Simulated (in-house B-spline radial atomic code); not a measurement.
RPA and G0W0 on wB97X: Sn-

Configuration [Kr] 4d10 5s2 5p3, highest spin, mean-field start wB97X. Computed with an all-electron radial atomic-structure program (B-spline basis): all electrons, scalar-relativistic (spin-free one-electron X2C), finite nucleus, each spin shell either full or empty, empty states to l = 9 with an (l + 1/2)⁻⁴ tail; G0W0 by contour deformation at full frequency.

The anion's configuration is assumed.

Spin-orbit coupling, left out, splits p levels strongly here.

Command:
```bash
python run_gw.py task.json out
```
Settings (radii: box in bohr, nucleus in fm):
```
Z                        50
electrons                51
configuration            [Kr] 4d10 5s2 5p3
hamiltonian              x2c
method                   wb97x
lmax                     9
rms_radius               4.6519
spin_polarised           True
box_radius               60
intervals                74
```

Run time, properties included: 9 s on 1 thread of Arm Neoverse V2 (shared host).

Energies (hartree):

| term | value |
| --- | --- |
| mean-field total | -6176.81173 |
| Hartree-Fock functional on these orbitals | -6173.84487 |
| direct second order | -4.2775 |
| second-order exchange | 1.1848 |
| SOSEX correction | 1.106 |

(1) What is the RPA correlation energy, and what remains with SOSEX?

Quasi-particle levels (eV):

```csv
level,occupied,mean field,Σx - vxc,Σc,QP weight,G0W0
5p up,yes,-1.309,-0.15,?,?,?
5s down,yes,-7.039,1.64,-1.22,0.872,-6.622
```

G0W0 = mean field + (Σx - vxc) + Σc, with Σc (partial-wave tail included) taken at the quasi-particle energy. Only the outer levels were computed. Levels of low weight are left out.

(2) Where does G0W0 put 5p up?

Results:

(1) RPA gives -3.7664 hartree (-2.01 eV per electron); RPA + SOSEX gives -2.6604, and the second-order doubles -3.0927 hartree (no singles). RPA lacks exchange-type terms and so overcorrelates at short range.

(2) At -1.680 eV, with Σc = -0.22 eV and a quasi-particle weight of 0.893. The tabulated removal energy is 1.112 eV (electron affinity of the neutral atom); the calculation leaves out spin-orbit coupling, Breit and QED terms, and what these don't explain is the method's own error.
